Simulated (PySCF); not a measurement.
## Two-component Hartree-Fock for Al (aluminium, neutral)

Start: [Ne] 3s2 4s1; 4s1/2 filled at m_j = +1/2. Calculated with PySCF 2.14 in x2c-TZVPall-2c with one added diffuse shell each of s, p type (6s7p2d1f, 44 functions): generalised Hartree-Fock with the X2C-1e Hamiltonian and a Gaussian nucleus; one run each with spin-orbit coupling (SO) switched off, then screened by Boettger's factors. This is a chosen level, not necessarily the ground level.

```tsv
spinor shell	electrons	ε, spin-free (eV)	ε, screened SO (eV)	weight of nominal j (screened SO)	rms radius, screened SO (bohr)
1s1/2	2	-1599.0	-1599.0	1.000	0.139
2s1/2	2	-137.99	-137.99	1.000	0.675
2p1/2	2	-91.326	-91.648	0.999	0.673
2p3/2	4	-91.326	-91.166	1.000	0.675
3s1/2	2	-13.576	-13.576	1.000	2.61
4s1/2	1	-2.550	-2.550	1.000	7.35
```

```csv
quantity,spin-free,screened SO
E (hartree),-242.19838,-242.19853
M_J,1/2,1/2
⟨J²⟩,0.750,0.750
⟨L²⟩,0.000,0.000
⟨S²⟩,0.750,0.750
```

Without spin-orbit coupling the j labels of p, d and f shells carry no meaning; the spin-free column gives the mean over the occupied spinors of each nl shell.
